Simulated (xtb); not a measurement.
C6H9O (SMILES O=C1CC[CH]CC1), doublet, geometry from GFN2-xTB. Base run: GFN2-xTB in xtb.

Geometry (Å):
```xyz
16

O     -2.3099     0.1626     0.3235
C     -1.1185     0.0787     0.1567
C     -0.1938     1.2665     0.2801
C      1.0693     1.1265    -0.5722
C      1.7861    -0.1257    -0.2501
C      1.0196    -1.2735     0.2796
C     -0.4351    -1.2223    -0.1920
H     -0.7456     2.1754     0.0340
H      0.0895     1.3309     1.3352
H      1.7219     1.9918    -0.4213
H      0.7745     1.1477    -1.6339
H      2.8473    -0.2004    -0.3988
H      1.4808    -2.2172    -0.0272
H      1.0263    -1.2745     1.3817
H     -1.0181    -2.0512     0.2130
H     -0.4627    -1.3046    -1.2829
```
Charge 0, spin multiplicity 2.
All else is at xtb's defaults.
Base energy -21.42593 Eh.

Each row names what was changed in the base input (with any setting that the change needs).

| change | ΔE vs base (kJ/mol) | dipole (D) | G_solv (kcal/mol) | SCF cycles |
|---|---|---|---|---|
| base | 0.00 | 3.11 | - | 10 |
| alpb = dmso | -29.8 | 3.51 | -7.51 | 10 |
| gbsa = acetonitrile | -25.50 | 3.62 | -6.62 | 10 |
| etemp = 1000 | 0.00 | 3.11 | - | 10 |
| gbsa = thf | -26.18 | 3.63 | -6.83 | 10 |

ALPB and GBSA are two models with their own fitted parameters for each solvent, which aren't always the measured dielectric constant.
